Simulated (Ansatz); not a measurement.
```xyz
9

N    -1.3768    0.4854   -1.2623
C    -0.5657    0.1850   -0.3479
C     0.8970   -0.1961   -0.5903
O     1.4042   -0.4475    0.7261
Al   -0.0675   -0.1138    1.5553
H    -2.2995    0.7071   -0.8902
H     0.9747   -1.0919   -1.2166
H     1.4455    0.6219   -1.0706
H    -0.4121   -0.1501    3.0964
```

The species carries charge 0 and has multiplicity 1.

Task: List the B3LYP/def2-TZVPP orbital energies in eV (Ansatz 0.2.0). (Estimate.)

Result: Ansatz gave: Occupied: -1524.78, -520.13, -389.51, -278.17, -277.86, -112.78, -73.51, -73.35, -73.30, -27.19, -24.66, -18.95, -15.48, -13.62, -12.70, -11.87, -10.78, -9.90, -9.03, -8.63, -7.92, -6.47. Lowest empty: -2.01, -0.58, -0.07, 0.00, 1.50, 1.93, 2.65, 3.28.

B3LYP here is the variant with VWN-RPA as its local correlation; programs differ in this.
